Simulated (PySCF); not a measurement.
Input of a run (PBE0-D3(BJ)/def2-SVP geometry optimisation, gas phase (PySCF 2.14.0)), started from GFN2-xTB:
```
{"job": {"xc": "PBE0", "basis": "def2-SVP", "d3": "d3bj", "grid": 1, "maxiter": 40, "kind": "geom"}, "charge": -1, "multiplicity": 1}
Si     0.002600     0.003150     0.000110
F     -0.006250     0.001830     1.654550
F      0.028930     0.015410    -1.653600
F      1.632090    -0.005890     0.017200
F     -0.847220     1.391470    -0.004740
F     -0.810160    -1.405960    -0.013510
```

Output (energies in Eh, forces in Eh/bohr):
```
step   0  E = -787.98563319  max force = 0.015163
step   1  E = -787.98718055  max force = 0.002501
step   2  E = -787.98712914  max force = 0.003033
step   3  E = -787.98723090  max force = 0.000983
step   4  E = -787.98723841  max force = 0.000531
step   5  E = -787.98723843  max force = 0.000652
step   6  E = -787.98724220  max force = 0.000200
optimisation converged
```

Question: Summarise the run.

Answer: The energy falls by 1.0 kcal/mol over 7 energy and gradient evaluations, the largest force component goes from 0.0152 to 2.0e-04 Eh/bohr, and the atoms move by 0.024 Å rms after alignment. Among the bonds, Si1–F5 and Si1–F6 change most and about equally (+0.022 to +0.023 Å). Bonds longer at the end by more than 0.005 Å: 5 of 5; shorter: 0. The energy rose by more than 1e-6 Eh at step 2. The first step brought 96 % of the lowering.

Question: What are the final bond lengths?

Answer: Si1–F2 1.675 Å, Si1–F3 1.675 Å, Si1–F4 1.650 Å, Si1–F5 1.650 Å, Si1–F6 1.650 Å. Numbering counts from 1 in the input's order; the species is [SiF5]- (`F[Si-](F)(F)(F)F`).

The run used 88 basis functions and 36 SCF cycles in all. The run took 16 s wall on one thread of an Arm Neoverse V1, no GPU, shared host.

No PBE0-D3(BJ)/def2-SVP frequencies stand behind this structure, so it isn't proved a minimum.
